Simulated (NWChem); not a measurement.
# trichlorofluoromethane (CCl3F); SMILES FC(Cl)(Cl)Cl

```xyz
5

F      0.0000     0.0000     1.5819
C      0.0000     0.0000     0.2556
Cl     0.8204    -1.4598    -0.3084
Cl     0.8541     1.4404    -0.3084
Cl    -1.6744     0.0194    -0.3084
```
Atoms are numbered in this order, from 1.

Results from NWChem. Pople sets run with spherical d functions. Structure relaxed at the PBE0/def2-SVP level. No frequency run checked for a minimum. GIAO values for the isolated, static molecule; σ is the absolute isotropic shielding.

```
level                                                        σ F1 (ppm)  σ C2 (ppm)  σ Cl3 (ppm)
-----------------------------------------------------------  ----------  ----------  -----------
Hartree-Fock/6-31G*                                               269.6        81.6        549.0
B3LYP/6-31G*                                                      194.2        51.1        411.4
B3LYP/6-311G**                                                    166.0        40.2        401.2
PBE/pcSseg-1                                                      144.6        30.5        344.5
PBE0/pcSseg-1                                                     177.1        41.4        393.9
KT2/pcSseg-1                                                      138.4        40.0        359.9
LDA (Slater exchange, VWN5)/pcSseg-1                              139.1        25.9        312.3
BHandHLYP/pcSseg-1                                                    …           …            …
PBE0/pcSseg-2                                                     175.6        36.0        401.6
B3LYP/IGLO-III                                                    169.2        28.5        357.4
Hartree-Fock/STO-3G                                               396.0       132.2        911.6
PBE0/6-31G*                                                       198.8        58.2        433.8
PBE0/def2-SVP                                                     214.5        48.6        510.0
PBE/x2c-SVPall-s, scalar ZORA without spin-orbit coupling         162.4        30.7        424.5
PBE0/x2c-SVPall-s, scalar ZORA without spin-orbit coupling        195.0        41.5        471.2
PBE0/x2c-TZVPall-s, scalar ZORA without spin-orbit coupling       174.8        37.7        395.5
```

### Question
Complete the blanks.

### Answer

- BHandHLYP/pcSseg-1, σ F1 (ppm): 204.1
- BHandHLYP/pcSseg-1, σ C2 (ppm): 45.3
- BHandHLYP/pcSseg-1, σ Cl3 (ppm): 416.4
